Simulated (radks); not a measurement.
Values are calculated unless marked as measured or tabulated.
Task: Coherent X-ray form factor from a spherical all-electron density. Level of theory: Dirac Kohn-Sham, LDA (Slater exchange, VWN5 correlation), spin-unpolarised, spherical densities, finite nucleus; Fermi nuclear charge, rms radius of each element as measured or else 0.836 A^(1/3) + 0.57 fm (a radial shooting solver on a logarithmic mesh with Libxc functionals).

sin(theta)/lambda (1/angstrom)  f0 (electrons)
0.05                                     5.741
0.1                                      5.089
0.15                                     4.295
0.2                                      3.553
0.25                                     2.952
0.3                                      2.502
0.4                                      1.957
0.5                                      1.688
0.6                                      1.534
0.8                                      1.312
1                                        1.102
1.25                                     0.855
1.5                                      0.648
2                                        0.368

The species is in the configuration that NIST lists as its ground one. Which atom or ion scatters so?

Result: Neutral carbon, [He] 2s2 2p2. Extrapolating in s^2 from the first two rows gives f0(0) = 6.0, near the electron count 6; among species with that count, the fall with angle is slower the higher Z, and the table is that of Z = 6; from so few rows the species is fixed only to a neighbour or two.
